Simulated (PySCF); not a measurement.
## Ionisation energy of Ag by level of theory

Ag [Kr] 4d10 5s1 [5s1/2^1, M_J = 1/2] → Ag⁺ [Kr] 4d10, as a difference of total energies. All numbers are calculated (PySCF 2.14, the two-component X2C-1e Hamiltonian, in x2c-TZVPall-2c with one added diffuse shell each of s, p, d type (9s10p8d1f, 86 functions)). Correlated levels: [Ar] 3d10 frozen; the 6 highest virtual spinors dropped. "Screened" scales the spin-orbit matrix elements by Boettger's factors to mimic the two-electron term; Breit and QED terms are absent.

```csv
method,ionisation energy (eV),error (eV)
GHF (spin-free),6.356,-1.220
GMP2 (spin-free),7.205,-0.371
GHF (screened spin-orbit),6.358,-1.218
GMP2 (screened spin-orbit),7.207,-0.369
```

Reference: 7.576 eV (measured; NIST Atomic Spectra Database, ionization energies).

Errors of the correlated levels include the incompleteness of this basis and the frozen core.
